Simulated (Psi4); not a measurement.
germanium atom (Ge), triplet. Base run: PBE/6-31G* in Psi4 1.11.

Input for Psi4:
```
memory 2 GB

molecule mol {
0 3
  Ge    0.000000    0.000000    0.000000
}

set basis 6-31g*
set reference uks

energy('pbe')
print_variables()
```

Each row names what was changed in the base input (with any setting that the change needs).

```tsv
change	ΔE vs base (mEh)	SCF cycles	grid points	basis functions	outcome
base	0.000	9	20808	35	converged
damping_percentage = 50	-	-	-	35	stopped with an error
dft_nuclear_scheme = stratmann	0.000	9	20808	35	converged
dft_radial_points = 50	-0.335	9	13892	35	converged
dft_radial_scheme = becke	-1.133	9	18120	35	converged
dft_radial_scheme = multiexp	0.821	9	22650	35	converged
e_convergence = 1e-4	0.000	9	20808	35	converged
soscf = true	0.000	9	20808	35	converged
puream = true	6.610	9	20808	32	converged
dft_radial_points = 35	-29.176	9	9664	35	converged
level_shift = 0.3	0.000	10	20808	35	converged
scf_initial_accelerator = ediis	0.000	9	20808	35	converged
scf_type = pk	0.004	9	20808	35	converged
```

Open shells are given as the SCF converged; they aren't shown to be the lowest states, and a large step between rows can be another state.

- damping_percentage = 50: ended with `Exception: ADIIS minimization failed. File a bug, and include your entire input and output files.`
